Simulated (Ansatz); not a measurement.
Molecule: C$_{2}$H$_{10}$Si$_{2}$, charge 0, multiplicity 1. SMILES: C[SiH](C)[SiH3]
Geometry: optimised at B3LYP-D3(BJ)/def2-TZVP (Ansatz, a program for electronic structure).

Computed values are from Ansatz. Valence correlation only, unless marked. Open shells are spin-unrestricted. No spin-orbit coupling. Non-relativistic. Basis-set limits of correlation are two-point, X^-3; Hartree-Fock from the larger set. [CCSD(T)-MP2]/basis is that difference in the basis named.

```
Property                                                                                                                    Value
-------------------------------------------  ------------------------------------------------------------------------------------
atomisation energy De                                               4784.6 kJ/mol at CCSD(T)/CBS(aug-cc-pV(T+d)Z,aug-cc-pV(Q+d)Z)
vertical ionisation energy (to the doublet)  9.96 eV at RI-MP2/CBS(aug-cc-pV(T+d)Z,aug-cc-pV(Q+d)Z)+[CCSD(T)-MP2]/aug-cc-pV(T+d)Z
vertical triplet-singlet gap                 6.31 eV at RI-MP2/CBS(aug-cc-pV(T+d)Z,aug-cc-pV(Q+d)Z)+[CCSD(T)-MP2]/aug-cc-pV(T+d)Z
total energy                                                         -660.2797 Eh at CCSD(T)/CBS(aug-cc-pV(T+d)Z,aug-cc-pV(Q+d)Z)
dipole moment                                                                                   1.06 D at CCSD(T)/aug-cc-pV(D+d)Z
T1 diagnostic                                                                                       0.011 at CCSD/aug-cc-pV(Q+d)Z
```
